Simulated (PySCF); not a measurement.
**Basis and Hamiltonian dependence of the ionisation energy of N⁺**

N⁺ [He] 2s2 2p2 (3P) → N²⁺ [He] 2s2 2p1 (2P). All values are computed (PySCF 2.14, energy differences of UHF-based or UKS calculations, no spin-orbit coupling). Values in eV.

```
                                                            basis       Hamiltonian  functions     UHF     PBE    PBE0  MP2 (valence)  CCSD(T) (valence)  CCSD(T) (valence and next inner shell)
                                                         def2-SVP  non-relativistic         14  29.358  30.064     n/a         29.563             29.360                                     n/a
                                                       cc-pVDZ-DK     spin-free X2C         14  29.240     n/a     n/a         29.462             29.286                                     n/a
                                                 Sapporo-DZP-2012     spin-free X2C         18  29.171  29.900     n/a         29.450             29.292                                     n/a
                                                       cc-pVTZ-DK     spin-free X2C         30  29.185  29.884     n/a         29.598             29.460                                     n/a
   x2c-TZVPPall with one added diffuse shell each of s, p, d type     spin-free X2C         40  29.204  29.894  29.906         29.613             29.474                                  29.494
                                                       dyall-av2z  non-relativistic         42  29.211  29.907  29.917         29.511             29.363                                     n/a
                                                      def2-QZVPPD  non-relativistic         63  29.209  29.902  29.914         29.666             29.523                                  29.559
x2c-QZVPPall with one added diffuse shell each of s, p, d, f type     spin-free X2C         73  29.203  29.897  29.908         29.661             29.519                                  29.555
                                                      dyall-acv3z     spin-free X2C         76  29.202  29.899  29.909         29.623             29.485                                  29.517
                                                      dyall-acv3z  non-relativistic         76  29.209  29.905  29.915         29.629             29.490                                  29.522
                                                   aug-cc-pVQZ-DK     spin-free X2C         80  29.199  29.894  29.904         29.659             29.516                                     n/a
                                                    aug-cc-pwCVQZ  non-relativistic        109  29.205  29.900  29.911         29.671                n/a                                     n/a
                                                      aug-cc-pV5Z  non-relativistic        127  29.208  29.904  29.914         29.686                n/a                                     n/a
```

Question: Estimate the row for def2-TZVP (non-relativistic, 31 functions).

Answer: From the rows with the same Hamiltonian and similar size; the calculation gives UHF 29.21; MP2 (valence) 29.62; CCSD(T) (valence) 29.48 (eV).

Frozen in the all-electron rows: valence: 1s2; valence and next inner shell: nothing.

Between the lowest levels the reference is 29.601 eV (semi-empirical (NIST evaluation); NIST Atomic Spectra Database, ionization energies); it includes spin-orbit coupling, which these numbers lack.
